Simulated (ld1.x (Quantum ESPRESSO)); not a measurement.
# Before and after: ultrasoft potential for xenon

Xe (Z = 54), ultrasoft, made with ld1.x (Quantum ESPRESSO) 7.5 (PBEsol, scalar-relativistic). Core [Kr], reference 4d10 5s2 5p5.5 (charge +0.5). Waves: 5s (bound): rcut 1.55, rcutus 1.85 bohr; 5s channel at 0.1 Ry: rcut 1.55, rcutus 1.85 bohr; 5p (bound): rcut 1.25, rcutus 1.75 bohr; 5p channel at 2.85 Ry: rcut 1.25, rcutus 1.75 bohr; 4d (bound): rcut 0.75, rcutus 0.95 bohr; 4d channel at -4.4 Ry: rcut 0.75, rcutus 0.95 bohr. Local part: all-electron potential smoothed inside 1.75 bohr (lloc = -1). Core correction: none. Augmentation charge: PSQ, inside the norm-conserving radii.

Change: waves 5s (bound): rcut 1.55, rcutus 2.10 bohr; 5s channel at 0.1 Ry: rcut 1.55, rcutus 2.10 bohr.

Cutoffs: the cutoffs (Ry, on a coarse ladder) from which the occupation-weighted sum of valence levels, in a spherical-Bessel basis at the reference potential, stays within 10 and 1 mRy of its value at 400 Ry; they do not see the model core or the augmentation charge, which bear on the density cutoff. Errors are all-electron minus pseudo energies relative to the spin-unpolarised reference configuration.

Question: Predict the effect on cutoff, ghosts and configuration errors.

Answer: The potential gets neither clearly harder nor softer (180 Ry and 300 Ry → 180 Ry and 300 Ry); of the 7 tests that both files solve, the error grows in 2 and shrinks in 0 by more than 15 % and 0.3 meV (median size 16.2 → 16.0 meV); neither file shows a bound ghost.

| quantity | base | changed |
| --- | --- | --- |
| cutoff, loose | 180 Ry | 180 Ry |
| cutoff, tight | 300 Ry | 300 Ry |
| bound ghosts | none | none |
| error for 4d10 5s2 5p6, meV [ΔE -5.18 eV] | +1.4 | +1.4 |
| error for 4d10 5s2 5p5, meV [ΔE 7.37 eV] | -2.7 | -2.7 |
| error for 4d10 5s2 5p4, meV [ΔE 29.15 eV] | -16 | -16 |
| error for 4d10 5s2 5p3, meV [ΔE 60.93 eV] | -51 | -50 |
| error for 4d9 5s2 5p6, meV [ΔE 62.47 eV] | +39 | +105 |
| error for 4d10 5s2 5p2, meV [ΔE 103.31 eV] | -128 | -120 |
| error for 4d10 5s1 5p6, meV [ΔE 19.55 eV] | -7.1 | -11 |
| lowest overlap eigenvalue by channel | s 0.35, p 0.52, d 0.98 | s 0.29, p 0.52, d 0.98 |
